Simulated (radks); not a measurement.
Species: Sr+. Configuration: [Kr] 5s1.

All-electron calculation, non-relativistic Kohn-Sham, r2SCAN, spin-polarised, spherical densities, point nucleus; open shells are filled with parallel spins first (spin-orbit coupling, left out, can overturn this in heavy ions); meta-GGA in the generalised Kohn-Sham scheme; relativity is left out, which matters for an element this heavy. Program: a radial shooting solver on a logarithmic mesh with Libxc functionals.

Energy parts (eV):
part                       energy
total                  -85257.452
kinetic                 85213.322
electron-nucleus      -203041.171
Hartree                 35389.631
exchange-correlation    -2819.234

Orbitals (lengths in bohr, moments of r in powers of bohr; <r^-3> diverges for s and p1/2):
orbital  occ.  eigenvalue (eV)  <r^-3>
1s up       1        -15655.59       -
1s down     1        -15655.58       -
2s up       1        -2105.923       -
2s down     1        -2105.915       -
2p up       3        -1916.798    1660
2p down     3        -1916.788    1660
3s up       1        -334.8131       -
3s down     1        -334.7922       -
3p up       3        -264.8949   254.5
3p down     3        -264.8717   254.5
3d up       5        -139.1083   35.08
3d down     5        -139.0814   35.09
4s up       1         -47.1687       -
4s down     1         -47.0874       -
4p up       3         -29.8521   28.28
4p down     3         -29.7589   28.34
5s up       1          -8.6299       -

The highest occupied level is 5s up at -8.630 eV. Spin moment in Bohr magnetons: 1. The spin density at the nucleus is 4.380 e/bohr^3 (1s 0.043, 2s 0.020, 3s 0.013, 4s 0.142, 5s 4.162). Summed over all electrons, <r^2> = 44.57 bohr^2, which gives a Langevin (diamagnetic) susceptibility term of -35.3 x 10^-6 cm^3/mol.
